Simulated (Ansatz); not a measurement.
## Cost against result

Saddle point of SiH2BrCl3, singlet (SiHCl₃ ([Cl][SiH]([Cl])[Cl]) + HBr → SiBrCl₃ ([Cl][Si]([Cl])([Cl])[Br]) + H₂; bonds formed: Si1–Br7, H2–H6; bonds broken: Si1–H2, H6–Br7), PBE0-D4/def2-TZVP structure:

Si1  (-0.342, -0.259, -0.002)
H2  (1.257, -0.209, -0.493)
Cl3  (-0.189, -2.141, -0.858)
Cl4  (-0.761, -0.721, 1.917)
Cl5  (-1.734, 0.610, -1.176)
H6  (1.226, 0.630, -0.120)
Br7  (0.542, 2.090, 0.732)
(Å)

Barriers are electronic and count from the start structure reached by relaxing down the imaginary mode.

Program: Ansatz 0.2.0. Basis: as named in each row. Cores are frozen in the correlated methods. Filled d shells of the heavier atoms are correlated. The def2 sets are not built for correlating such inner shells, so the correlated values are less sure here. B3LYP uses VWN-RPA correlation. Extrapolation: Hartree–Fock as exp(−7.88 √X), correlation as X^−2.97.

Times are rough, for one single point on 8 threads of a shared host (Arm Neoverse V2).

The estimate by CCSD(T) at an estimated basis limit (MP2 extrapolated from triple and quadruple zeta, plus CCSD(T) − MP2 in triple zeta) is 189.6 kJ/mol.

```
      method       basis  time (s)  barrier (kJ/mol)  method less estimate
          HF      STO-3G   under 1             457.0                 267.4
      PBE-D4      STO-3G   under 1             267.2                  77.7
       SPW92    def2-SVP   under 1             123.7                 -65.8
      PBE-D4    def2-SVP   under 1             153.9                 -35.7
    B3LYP-D4       6-31G   under 1             248.1                  58.5
     PBE0-D4    def2-SVP         1             175.2                 -14.4
       SPW92  def2-TZVPP         1             121.0                 -68.6
      PBE-D4  def2-TZVPP         2             149.3                 -40.3
     BLYP-D4  def2-TZVPP         2             172.8                 -16.8
    BHLYP-D4  def2-TZVPP         3             208.1                  18.5
    B3LYP-D4  def2-TZVPP         3             186.5                  -3.1
CAM-B3LYP-D4  def2-TZVPP         3             199.5                   9.9
     PBE0-D4  def2-TZVPP         3             168.2                 -21.4
  RPA on PBE  def2-TZVPP         3             204.8                  15.2
   r2SCAN-D4  def2-TZVPP         4             163.6                 -26.0
     wB97M-V    def2-SVP         4             192.3                   2.7
     CCSD(T)    def2-SVP         4             227.3                  37.7
      B2PLYP  def2-TZVPP         4             195.6                   6.0
  r2SCAN0-D4  def2-TZVPP         4             176.2                 -13.4
    PBE-QIDH  def2-TZVPP         5             183.7                  -5.9
     wB97X-V  def2-TZVPP         6             196.4                   6.8
     wB97M-V  def2-TZVPP         8             188.0                  -1.5
      B97M-V  def2-TZVPP         8             183.1                  -6.5
         MP2  def2-QZVPP        14             181.6                  -7.9
     CCSD(T)  def2-TZVPP       120             201.0                  11.5
```

All methods are single points on the PBE0-D4 structures.

T1 diagnostic: at most 0.010.

Labels in which every atom is bracketed show which atoms are joined, not bond orders.
